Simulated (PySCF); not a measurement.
Compound: C7H10N2S.
Bonds: C1–C2 (double), C2–N3, N3–N4 (aromatic), N4–C5 (aromatic), C5–C6, C5–C7 (aromatic), C7–C8 (aromatic), C8–S9, S9–C10, N3–C8 (aromatic). Hydrogens: H11, H12 on C1; H13 on C2; H14, H15, H16 on C6; H17 on C7; H18, H19, H20 on C10.

Probes without a nucleus sit at each ring's centroid and 1 Å off its mean plane on both sides; NICS is minus the shielding there, NICSzz its component along the normal. Level: GIAO PBE0/pcSseg-1 (PySCF, non-relativistic, gas phase) on the GFN2-xTB geometry, one conformer.

Ring bond lengths (Å), with Mayer bond orders in brackets: N3–N4 1.340 (1.17), N4–C5 1.317 (1.54), C5–C7 1.411 (1.24), C7–C8 1.377 (1.36), C8–N3 1.363 (1.03).

Task: Give the NICS values of each ring in ppm.

Result: 
```csv
ring,type,NICS(0),"NICS(1), two faces","NICS(1)zz, two faces",rms pucker (Å),"centre to ring atoms, mean (Å)"
N3–N4–C5–C7–C8,5-membered ring with 2 N; formal bonds all aromatic,-9.6,-9.7 / -9.7,-22.4 / -22.3,0.00,1.16
```

Task: What can be read from them?

Result: 
- N3–N4–C5–C7–C8: mean NICS(1)zz -22.3 ppm, shielded, aromatic by this magnetic criterion (flat ring, no four-coordinate atom).

Task: And the bond-length index? Use HOMA with the parameters of Krygowski (1993).

Result: 
- N3–N4–C5–C7–C8: HOMA 0.92; the largest term is that of C5–C7, α(R − Ropt)² = 0.14. The geometric and the magnetic index point the same way.

Task: What field does 7.05 T along the ring normal induce along that normal at the second NICS(1) probe listed for ring N3–N4–C5–C7–C8, 1 Å off the ring?

Result: NICSzz × B0 = -22.3 ppm × 7.05 T = -157 μT, against the applied field.

Time: 43 s wall; peak memory 1.1 GiB. Hardware: one thread of an AMD EPYC 7B13, no GPU, shared host with 64 logical CPUs at a one-minute load of 9.4. This is the whole shielding run at PBE0/pcSseg-1, SCF included.

The values belong to the conformer `[CH2:1]=[CH:2][n:3]1[n:4][c:5]([CH3:6])[cH:7][c:8]1[S:9][CH3:10]`: C1–C2–N3–N4 0°, C7–C8–S9–C10 -1°.
